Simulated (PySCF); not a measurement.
**Spin states and ions at one geometry of Pb(NH2)2**

PySCF 2.14.0, RKS PBE, Pb def2-SVP with ECP60, N def2-SVP, H def2-SVP; non-relativistic Hamiltonian with scalar-relativistic core potentials where named; density fitting; no spin-orbit coupling; singlets restricted, open shells unrestricted. The geometry is relaxed for charge 0, singlet, vacuum:

```xyz
7

Pb    1.3007    0.5086   -0.0715
N    -0.0027   -0.0393    1.5807
H     0.1413    0.3635    2.5126
H    -0.9982   -0.2534    1.4526
N    -0.1461   -0.0876   -1.5819
H     0.1596   -0.3072   -2.5360
H    -0.9822   -0.6385   -1.3565
```

Energies count from the relaxed state; an electron taken off or put on is at rest in vacuum. Charges and spins are Mulliken's.

Question: Order these states by energy, lowest first.
A. charge -1, doublet, vacuum
B. charge +1, doublet, vacuum
C. charge 0, singlet, vacuum
D. charge 0, triplet, vacuum

Answer: C (0.00 eV), A (0.83 eV), D (2.85 eV), B (7.70 eV).

Question: How do charge and spin on the first atom follow?

Answer: 
| state | spin squared | charge on Pb1 (e) | spin on Pb1 (e) | dipole about the centre of mass (D) |
| --- | --- | --- | --- | --- |
| charge 0, singlet, vacuum | 0.00 | 0.46 | 0.00 | 0.08 |
| charge 0, triplet, vacuum | 2.00 | 0.12 | 0.95 | 2.61 |
| charge +1, doublet, vacuum | 0.77 | 0.85 | -0.09 | 3.25 |
| charge -1, doublet, vacuum | 0.75 | -0.23 | 0.83 | 0.69 |

With an electron taken off (doublet) the charges change, summed by element, by Pb +0.39 e, N +0.31 e, H +0.30 e. The vertical ionisation energy is 7.70 eV, against −ε(HOMO) = 4.66 eV of the relaxed state. The level lies 3.0 eV too high, as is usual for semilocal functionals and global hybrids, which keep a self-interaction error.

With an electron put on (doublet) the charges change, summed by element, by Pb -0.69 e, N -0.05 e, H -0.26 e. The vertical electron affinity is -0.83 eV, against −ε(LUMO) = 1.80 eV of the relaxed state. The basis has no diffuse functions, which an added electron needs. The added electron's level lies above zero.

Open shells may have lower solutions than those found.
